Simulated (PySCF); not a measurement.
**Cobalt: highly charged ions in a basis for the neutral atom**

Co¹³⁺ [Ne] 3s2 3p2, Co¹⁴⁺ [Ne] 3s2 3p1. All numbers are calculated (PySCF 2.14, the spin-free X2C one-electron Hamiltonian (Gaussian nucleus), in x2c-SVPall). No spin-orbit coupling, so a gap to NIST mixes the basis error with missing relativistic terms.

Changed run: basis of the neutral atom used for a highly charged ion. This setting is unsound on purpose.

| species | method | sound run (hartree) | changed run (hartree) | converged |
| --- | --- | --- | --- | --- |
| Co¹³⁺ | UHF | not run | -1314.92586 | yes |
| Co¹³⁺ | M06-L | not run | -1315.49840 | yes |
| Co¹³⁺ | PBE | not run | -1315.24876 | yes |
| Co¹⁴⁺ | UHF | not run | -1300.21707 | yes |
| Co¹⁴⁺ | M06-L | not run | -1300.75131 | yes |
| Co¹⁴⁺ | PBE | not run | -1300.50082 | yes |

Ionisation energy of Co¹³⁺:

| method | changed run (eV) | NIST (eV) |
| --- | --- | --- |
| UHF | 400.25 | 410 ± 1 |
| M06-L | 401.29 | 410 ± 1 |
| PBE | 401.31 | 410 ± 1 |

The contracted functions were made for the neutral atom and can be too rigid for a highly charged ion.
